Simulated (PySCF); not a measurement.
Gas-phase reaction: 2 MoO₂(OH)₂ + O₂ ⇌ Mo₂O₆ + 2 H₂O₂

Method: PySCF energies (xtb for GFN2) plus ideal-gas RRHO corrections (1 bar). S°(298 K) at PBE0/def2-TZVP differs from the NASA 1993 table for H₂O₂ (-8 J/mol/K); whether the harmonic model or the table's entry is off was not settled. † marks an energy on the PBE0/def2-TZVP geometry and frequencies; other levels use their own. MP2 freezes the core. Open shells (unrestricted): O₂ (multiplicity 3); the rest are closed-shell singlets. GFN2 has no spin-polarisation term. Mo: scalar-relativistic def2 core potential, no spin-orbit coupling. No R ln 2 is added for the mirror-image form of MoO₂(OH)₂, H₂O₂. MP2 isn't extrapolated to the basis-set limit; its ΔH°(298 K) is 325.4 kJ in def2-SVP and 295.0 kJ in def2-TZVPP. The harmonic model lacks anharmonicity and excited electronic states, which grow with temperature; levels with a mode under 35 cm⁻¹ are left out. Internal rotation in H₂O₂ is treated as a harmonic vibration of one conformer, which makes the entropy rough. Soft modes under 120 cm⁻¹ make the harmonic entropy rough for Mo₂O₆. Warning, point group unlike the PBE0 one: H₂O₂, MoO₂(OH)₂ (GFN2-xTB).

| level | ΔE electronic, kJ | ΔH°(298 K), kJ | ΔS°(298 K), J/K | ΔG°(1400 K), kJ |
|---|---|---|---|---|
| GFN2-xTB | 78 | 90 | -11 | 122 |
| MP2/def2-SVP† | 314 | 325 | -30 | 385 |
| MP2/def2-TZVPP† | 284 | 295 | -30 | 354 |
| PBE0/def2-TZVP | 344 | 355 | -30 | 415 |
| LDA/def2-TZVP† | 306 | 318 | -30 | 377 |
| ωB97X-V/def2-TZVP† | 339 | 351 | -30 | 410 |
ΔH° is lowest at GFN2-xTB and highest at PBE0/def2-TZVP. No reference value is set beside these.
